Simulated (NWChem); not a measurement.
Total energies of silanone (H2OSi)

```
Si
O 1 1.5320
H 1 1.4919 2 124.10
H 1 1.4919 3 111.80 2 180.00
```
Charge 0, spin multiplicity 1.

Program: NWChem. The geometry was optimised at PBE0/def2-SVP, a minimum by its harmonic frequencies.

Basis set: cc-pVTZ (92 functions).

| method | total energy (Ha) | relative cost |
|---|---|---|
| RHF | -364.97965 | 1 |
| MP2 | -365.34296 | under 3 |
| B2PLYP | -365.77778 | under 3 |
| PBE | -365.71173 | under 3 |
| B3LYP | -365.96569 | under 3 |
| LDA (SVWN5) | -364.23589 | under 3 |
| CCSD(T) | -365.36898 | 60 |

Total energies of different functionals aren't comparable as a measure of quality: only differences taken within one method are. The cost column gives rough processor time relative to RHF; each entry includes its own SCF.

The correlated methods keep 6 core orbitals frozen. B3LYP has NWChem's definition, with VWN1-RPA local correlation. Coupled-cluster values serve here as a point of comparison, not as the truth.
